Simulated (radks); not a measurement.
Results of a calculation; reference values are marked as such.
Q: Numerical settings for neutral titanium, [Ar] 3d2 4s2. Level of theory: scalar-relativistic Kohn-Sham, PBE, spin-polarised, spherical densities, finite nucleus; open shells are filled with parallel spins first; Fermi nuclear charge, rms radius 3.5921 fm (a radial shooting solver on a logarithmic mesh with Libxc functionals). The defaults (mesh step 0.008 in ln r, mesh end at 40 bohr or more with all orbitals vanishing there, Anderson mixing 0.5 over 9 steps, residual threshold near 1e-9 with the energy settled to 1e-9 hartree or 1e-11 of itself, here a cap of 61 iterations) give E = -853.5900 hartree and 4s at -4.174 eV in 17 iterations. Run on one thread of a shared host, so times are rough (Arm Neoverse V1): 0.17 s of CPU time, 0.17 s wall, 17 iterations on 2381 mesh points. One setting is changed at a time: mesh step in ln r 0.12; mesh step in ln r 0.08; mesh step in ln r 0.02; mesh end (bohr) 5; mesh end (bohr) 8; residual threshold 1e-05; residual threshold 0.1; mixing 0.05; linear mixing, mixing 0.5; linear mixing, mixing 1; mixing history 3; iteration cap 3. Which runs fail to converge, and which converge to a wrong energy?

A: Not converged within the cap: mesh step in ln r 0.12; linear mixing, mixing 0.5; linear mixing, mixing 1; iteration cap 3. Settled on a wrong energy, with an occupied level pushed above zero by the early mesh end: mesh end (bohr) 5 (+0.184 hartree). Apart from these: settings that end as converged yet miss the energy by more than 1 mhartree: mesh end (bohr) 8 (+0.0081 hartree).
